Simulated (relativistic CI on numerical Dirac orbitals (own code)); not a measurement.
## What each ingredient does to the levels of Eu XLVI

Base calculation: Dirac-Coulomb-Breit CI, separate exchange-only KLI orbitals for each configuration, QED by a radiative potential, unscaled Slater integrals.

Configuration list (outside the closed core [Ne]): 3s2 3p6, 3s2 3p5 3d, 3s 3p6 3d, 3s2 3p5 4s, 3s2 3p5 4p, 3s2 3p5 4d, 3p6 3d 4p, 3s 3p6 4s, 3p6 3d2, 3p5 3d3, 3p5 3d2 4s, 3p5 3d2 4p, 3p5 3d2 4d, 3p6 3d 4s, 3p5 3d 4s2, 3p5 3d 4s 4p, 3p5 3d 4s 4d. Double excitations out of closed p, d and f shells are left out; levels of such configurations are missing from the list, as are those of other unlisted configurations, and high levels can miss mixing partners.

Variants: (1) Breit term removed. Shifts of the energy above 3s2 3p6 1S_0, in eV, for the lowest level and the first level of each name with at least 55 % of one term (blank where a level changes its place among those of its configuration and J or its character, or is not in the variant):

```
           Level     Base   Δ(1)
    3s2 3p6 1S_0     0.00   0.00
3s2 3p5 3d 3P°_0   192.01  +0.73
3s2 3p5 3d 3P°_1   200.17  +1.10
3s2 3p5 3d 3F°_3   205.18  +1.35
3s2 3p5 3d 3F°_4   235.58  +2.50
3s2 3p5 3d 3D°_3   249.51  +2.17
3s2 3p5 3d 3F°_2   361.76  +3.20
  3s 3p6 3d 3D_1   534.03  +0.83
  3s 3p6 3d 3D_2   538.92  +1.05
  3s 3p6 3d 3D_3   570.39  +2.12
  3s 3p6 3d 1D_2   582.34  +1.93
    3p6 3d2 3F_2  1081.39  +1.84
    3p6 3d2 3P_0  1100.54  +1.38
    3p6 3d2 3F_3  1114.69  +2.97
```

At this charge energies of transitions that change n are usually good to better than 1 %, and those within a shell (Δn = 0) to a few per cent.

Ionisation energy from the two ground configurations alone: base 3822.52 eV; Breit term removed 3826 eV. The NIST ASD value (theoretical) is 3823 eV.

LS names give the leading component of a level, which can be under half, so a name can repeat, a term be missing and a line seem to break the LS rules.
